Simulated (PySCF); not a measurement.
Numbering as in the mapped SMILES `[F:1][B:2]1[NH:3][BH:4][NH:5][BH:6][NH:7]1`; H(Xn) means a hydrogen on atom n.

Geometry: PBE0-D3(BJ)/def2-SVP; GIAO shifts from PySCF 2.14, gas phase, non-relativistic, averaged over equivalent atoms.

At PBE0/pcSseg-1 (144 basis functions, 12 s wall time on 1 thread of an Arm Neoverse V1, shared host):
| atoms | δ (ppm) |
| --- | --- |
| F1 | -134.4 |
| B4/B6 | 29.1 |
| B2 | 22.7 |
| N5 | 141.3 |
| N3/N7 | 121.7 |
| H(N5) | 5.39 |
| H(B4)/H(B6) | 4.76 |
| H(N3)/H(N7) | 4.75 |

References, each an isolated molecule treated in the same way: CFCl3 for ¹⁹F (σref 177.25); ¹¹B (σref 100.73) vs BF3·OEt2; ¹⁵N (σref 265.67) against NH3; ¹H (σref 31.27) vs TMS.

Q: Predict the values at WP04/pcSseg-2 on the same geometry.

A: 
| atoms | δ at WP04/pcSseg-2 | change |
| --- | --- | --- |
| F1 | -145.4 | -11.0 |
| B4/B6 | 31.3 | +2.2 |
| B2 | 23.5 | +0.8 |
| N5 | 123.4 | -17.9 |
| N3/N7 | 105.0 | -16.7 |
| H(N5) | 5.00 | -0.39 |
| H(B4)/H(B6) | 4.21 | -0.55 |
| H(N3)/H(N7) | 4.43 | -0.32 |

Scale: ¹⁹F (σref 177.34) against CFCl3; BF3·OEt2 for ¹¹B (σref 94.19); NH3 for ¹⁵N (σref 244.72); ¹H (σref 31.61) vs TMS (reference shieldings calculated alike).

The largest change is at N5 (nitrogen bonded to 2 B, H, in a 6-membered ring). Cost: 322 basis functions, 43 s wall time on 1 thread of an Arm Neoverse V1, shared host.

Unscaled 19F shifts against computed CFCl3 carry errors that often reach 10 to 50 ppm. Experimental scales use liquid or dissolved standards, which lie at an offset from isolated NH3 (liquid NH3: subtract about 20 ppm).
